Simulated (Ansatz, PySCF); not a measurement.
Breaking the N6–H7 bond in CH5MgN (SMILES [CH3][Mg][NH2]) (multiplicity 1 held, fragments rigid). Energies count from the point at 1.011 Å.
Geometry at that point (charge 0, multiplicity 1):
| atom | x (Å) | y (Å) | z (Å) |
|---|---|---|---|
| Mg | 0.0083 | -0.0471 | 0.0304 |
| C | -0.2803 | 1.6737 | -1.1111 |
| H | -1.0462 | 2.3203 | -0.6738 |
| H | -0.6017 | 1.4335 | -2.1282 |
| H | 0.6365 | 2.2643 | -1.1891 |
| N | 0.2698 | -1.6114 | 1.0703 |
| H | 0.8832 | -2.3840 | 0.8510 |
| H | -0.1780 | -1.8310 | 1.9493 |

R- and RO- levels are restricted; in cc, def2 and unpolarised 6-31G sets they are followed outwards from rest. Unrestricted levels (U-) break spin symmetry where that is lower. Left out are points that failed, MP2 points that dive below the minimum, coupled-cluster points behind a jump of the amplitudes or a sharp parting from full CI or MRCI, small-basis points behind a change of solution, and semi-empirical points at long bonds. Levels need not reach the same state.

Correlated levels freeze the cores. Rows in 6-31G* carry no dispersion term and start afresh at each structure (6-31G* with six Cartesian d functions). MP2/6-31G* freezes PySCF's default core, which is smaller on s-block atoms.

Codes used: Ansatz (Gaussian basis) for Hartree–Fock, density functionals and correlated methods; PySCF for 6-31G* rows. 

Energies in eV.

```csv
R (Å),R-BP86/6-31G*,U-wB97X-V/def2-TZVPP,R-MP2/6-31G*,R-SCS-MP2/def2-TZVPP
0.808,1.61,1.46,1.58,1.45
0.910,0.35,0.29,[?],0.28
1.011,0.00,0.00,0.00,0.00
1.112,0.13,0.19,0.17,0.19
1.213,0.51,0.63,0.60,0.63
1.364,1.26,1.49,1.43,1.48
1.516,2.05,2.39,2.30,2.36
1.769,3.24,3.78,[?],3.68
2.021,4.19,4.68,4.67,4.74
2.324,5.05,5.09,5.59,5.65
2.729,left out,5.07,6.32,6.38
3.234,left out,5.05,[?],6.67
```

Fill in the missing entries.


- 0.910, R-MP2/6-31G*: 0.32
- 1.769, R-MP2/6-31G*: 3.61
- 3.234, R-MP2/6-31G*: 6.59

Doubts at one or more of the structures used: a restricted determinant that unrestricted orbitals would lower (R-BP86/6-31G*, R-MP2/6-31G*, R-SCS-MP2/def2-TZVPP); a spin-contaminated determinant (U-wB97X-V/def2-TZVPP).

Ansatz is a quantum-chemistry and plane-wave program.
